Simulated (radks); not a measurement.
Q: Species: Sc2+. Configuration: [Ar] 3d1. All-electron calculation, non-relativistic Kohn-Sham, PBEsol, spin-polarised, spherical densities, point nucleus; open shells are filled with parallel spins first; hard spherical wall at 5 bohr. Program: a radial shooting solver on a logarithmic mesh with Libxc functionals. Some entries of the table are withheld. Estimate them.

orbital,occ.,eigenvalue (hartree),<r^2> (bohr^2),r(max) (bohr)
1s down,1,-160.9840,0.007283,0.04840
1s up,1,-160.9836,0.007283,0.04840
2s up,1,-17.79221,0.1420,0.2862
2s down,1,-17.78231,0.1419,0.2861
2p up,3,-14.79744,0.1178,0.2333
2p down,3,-14.78988,0.1176,0.2332
3s up,1,-2.56528,1.349,0.9332
3s down,1,-2.53150,1.347,0.9329
3p up,3,-1.80239,1.597,0.9706
3p down,3,-1.76827,1.596,0.9701
3d up,1,-0.66730,2.810,1.073
3d down,0,-0.63331,2.832,1.072
4s up,0,-0.52606,7.861,2.616
4s down,0,-0.49899,7.873,2.626
4p up,0,-0.32856,8.734,2.877
4p down,0,-0.30210,8.727,2.876
4d up,0,(1),9.387,3.312
4d down,0,(2),9.332,3.301

A: 
(1) 4d up eigenvalue (hartree): 0.02750
(2) 4d down eigenvalue (hartree): 0.05532
